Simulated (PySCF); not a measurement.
# Magnetisability: SMILES [PH]1(=[Se])CC(C)=C(C)C1, C$_{6}$H$_{11}$PSe

Molfile (atoms numbered from 1):
```
C6H11PSe
     RDKit          3D

 19 19  0  0  0  0  0  0  0  0999 V2000
    1.9842    0.9154   -0.3494 C   0  0  0  0  0  0  0  0  0  0  0  0
    0.7054    0.1500   -0.2481 C   0  0  0  0  0  0  0  0  0  0  0  0
   -0.4402    0.5429    0.3059 C   0  0  0  0  0  0  0  0  0  0  0  0
   -0.7390    1.8485    0.9674 C   0  0  0  0  0  0  0  0  0  0  0  0
   -1.5828   -0.4416    0.2413 C   0  0  0  0  0  0  0  0  0  0  0  0
   -0.7778   -2.0455   -0.1569 P   0  0  0  0  0  5  0  0  0  0  0  0
   -1.8044   -3.4690   -1.2679 Se  0  0  0  0  0  2  0  0  0  0  0  0
    0.7081   -1.2277   -0.8657 C   0  0  0  0  0  0  0  0  0  0  0  0
    2.3224    0.9352   -1.3849 H   0  0  0  0  0  0  0  0  0  0  0  0
    1.8775    1.9374   -0.0001 H   0  0  0  0  0  0  0  0  0  0  0  0
    2.7582    0.4270    0.2429 H   0  0  0  0  0  0  0  0  0  0  0  0
   -0.9744    1.6873    2.0197 H   0  0  0  0  0  0  0  0  0  0  0  0
   -1.6097    2.3101    0.5019 H   0  0  0  0  0  0  0  0  0  0  0  0
    0.0963    2.5385    0.9036 H   0  0  0  0  0  0  0  0  0  0  0  0
   -2.1586   -0.4852    1.1691 H   0  0  0  0  0  0  0  0  0  0  0  0
   -2.2781   -0.1943   -0.5700 H   0  0  0  0  0  0  0  0  0  0  0  0
   -0.3103   -2.4568    1.0973 H   0  0  0  0  0  0  0  0  0  0  0  0
    1.6252   -1.7847   -0.6592 H   0  0  0  0  0  0  0  0  0  0  0  0
    0.5881   -1.1783   -1.9545 H   0  0  0  0  0  0  0  0  0  0  0  0
  1  2  1  0
  2  3  2  0
  3  4  1  0
  3  5  1  0
  5  6  1  0
  6  7  2  0
  6  8  1  0
  8  2  1  0
  1  9  1  0
  1 10  1  0
  1 11  1  0
  4 12  1  0
  4 13  1  0
  4 14  1  0
  5 15  1  0
  5 16  1  0
  6 17  1  0
  8 18  1  0
  8 19  1  0
M  END
```

Method: GIAO B3LYP/pcSseg-1 magnetisability, rotational g tensor and spin-rotation constants, non-relativistic, gas phase (PySCF). Geometry: GFN2-xTB.

The calculation is non-relativistic, which matters for the atoms heavier than Zn.

(1) What are the magnetisability and the molar susceptibility?

(2) Split it along the inertial axes a, b, c into diamagnetic and paramagnetic parts about the centre of mass, with the quadrupole moment.

(3) And the rotational g tensor?

## Answers

(1) Isotropic -1767 × 10⁻³⁰ J/T², or -106.4 × 10⁻⁶ cm³/mol; principal values -1833, -1786, -1683 × 10⁻³⁰ J/T², anisotropy 133 × 10⁻³⁰ J/T² (root of half the summed squared differences of the principal values). The susceptibility is in cgs units.

(2) 
```tsv
axis	χ (10⁻⁶ cm³/mol)	diamagnetic (10⁻⁶ cm³/mol)	paramagnetic (10⁻⁶ cm³/mol)	summed x² of all electrons (Å²)	quadrupole Θ (D Å)
a	-107.6	-581.2	473.6	482.3	-4.63
b	-101.3	-2170.1	2068.7	107.8	+4.75
c	-110.3	-2503.3	2393.0	29.2	-0.12
```
Anisotropies 2χaa − χbb − χcc = -3.6 and 2χbb − χaa − χcc = +15.3 × 10⁻⁶ cm³/mol. Θ is traceless in Buckingham's convention.

(3) 
| axis | rotational constant (GHz) | g | nuclear part | electronic part |
| --- | --- | --- | --- | --- |
| a | 2.9585 | -0.0186 | 0.6396 | -0.6582 |
| b | 0.5457 | -0.0065 | 0.5239 | -0.5304 |
| c | 0.4782 | -0.0030 | 0.5346 | -0.5376 |

Asymmetric top; isotopes 12C, 1H, 31P, 80Se; no vibrational averaging.
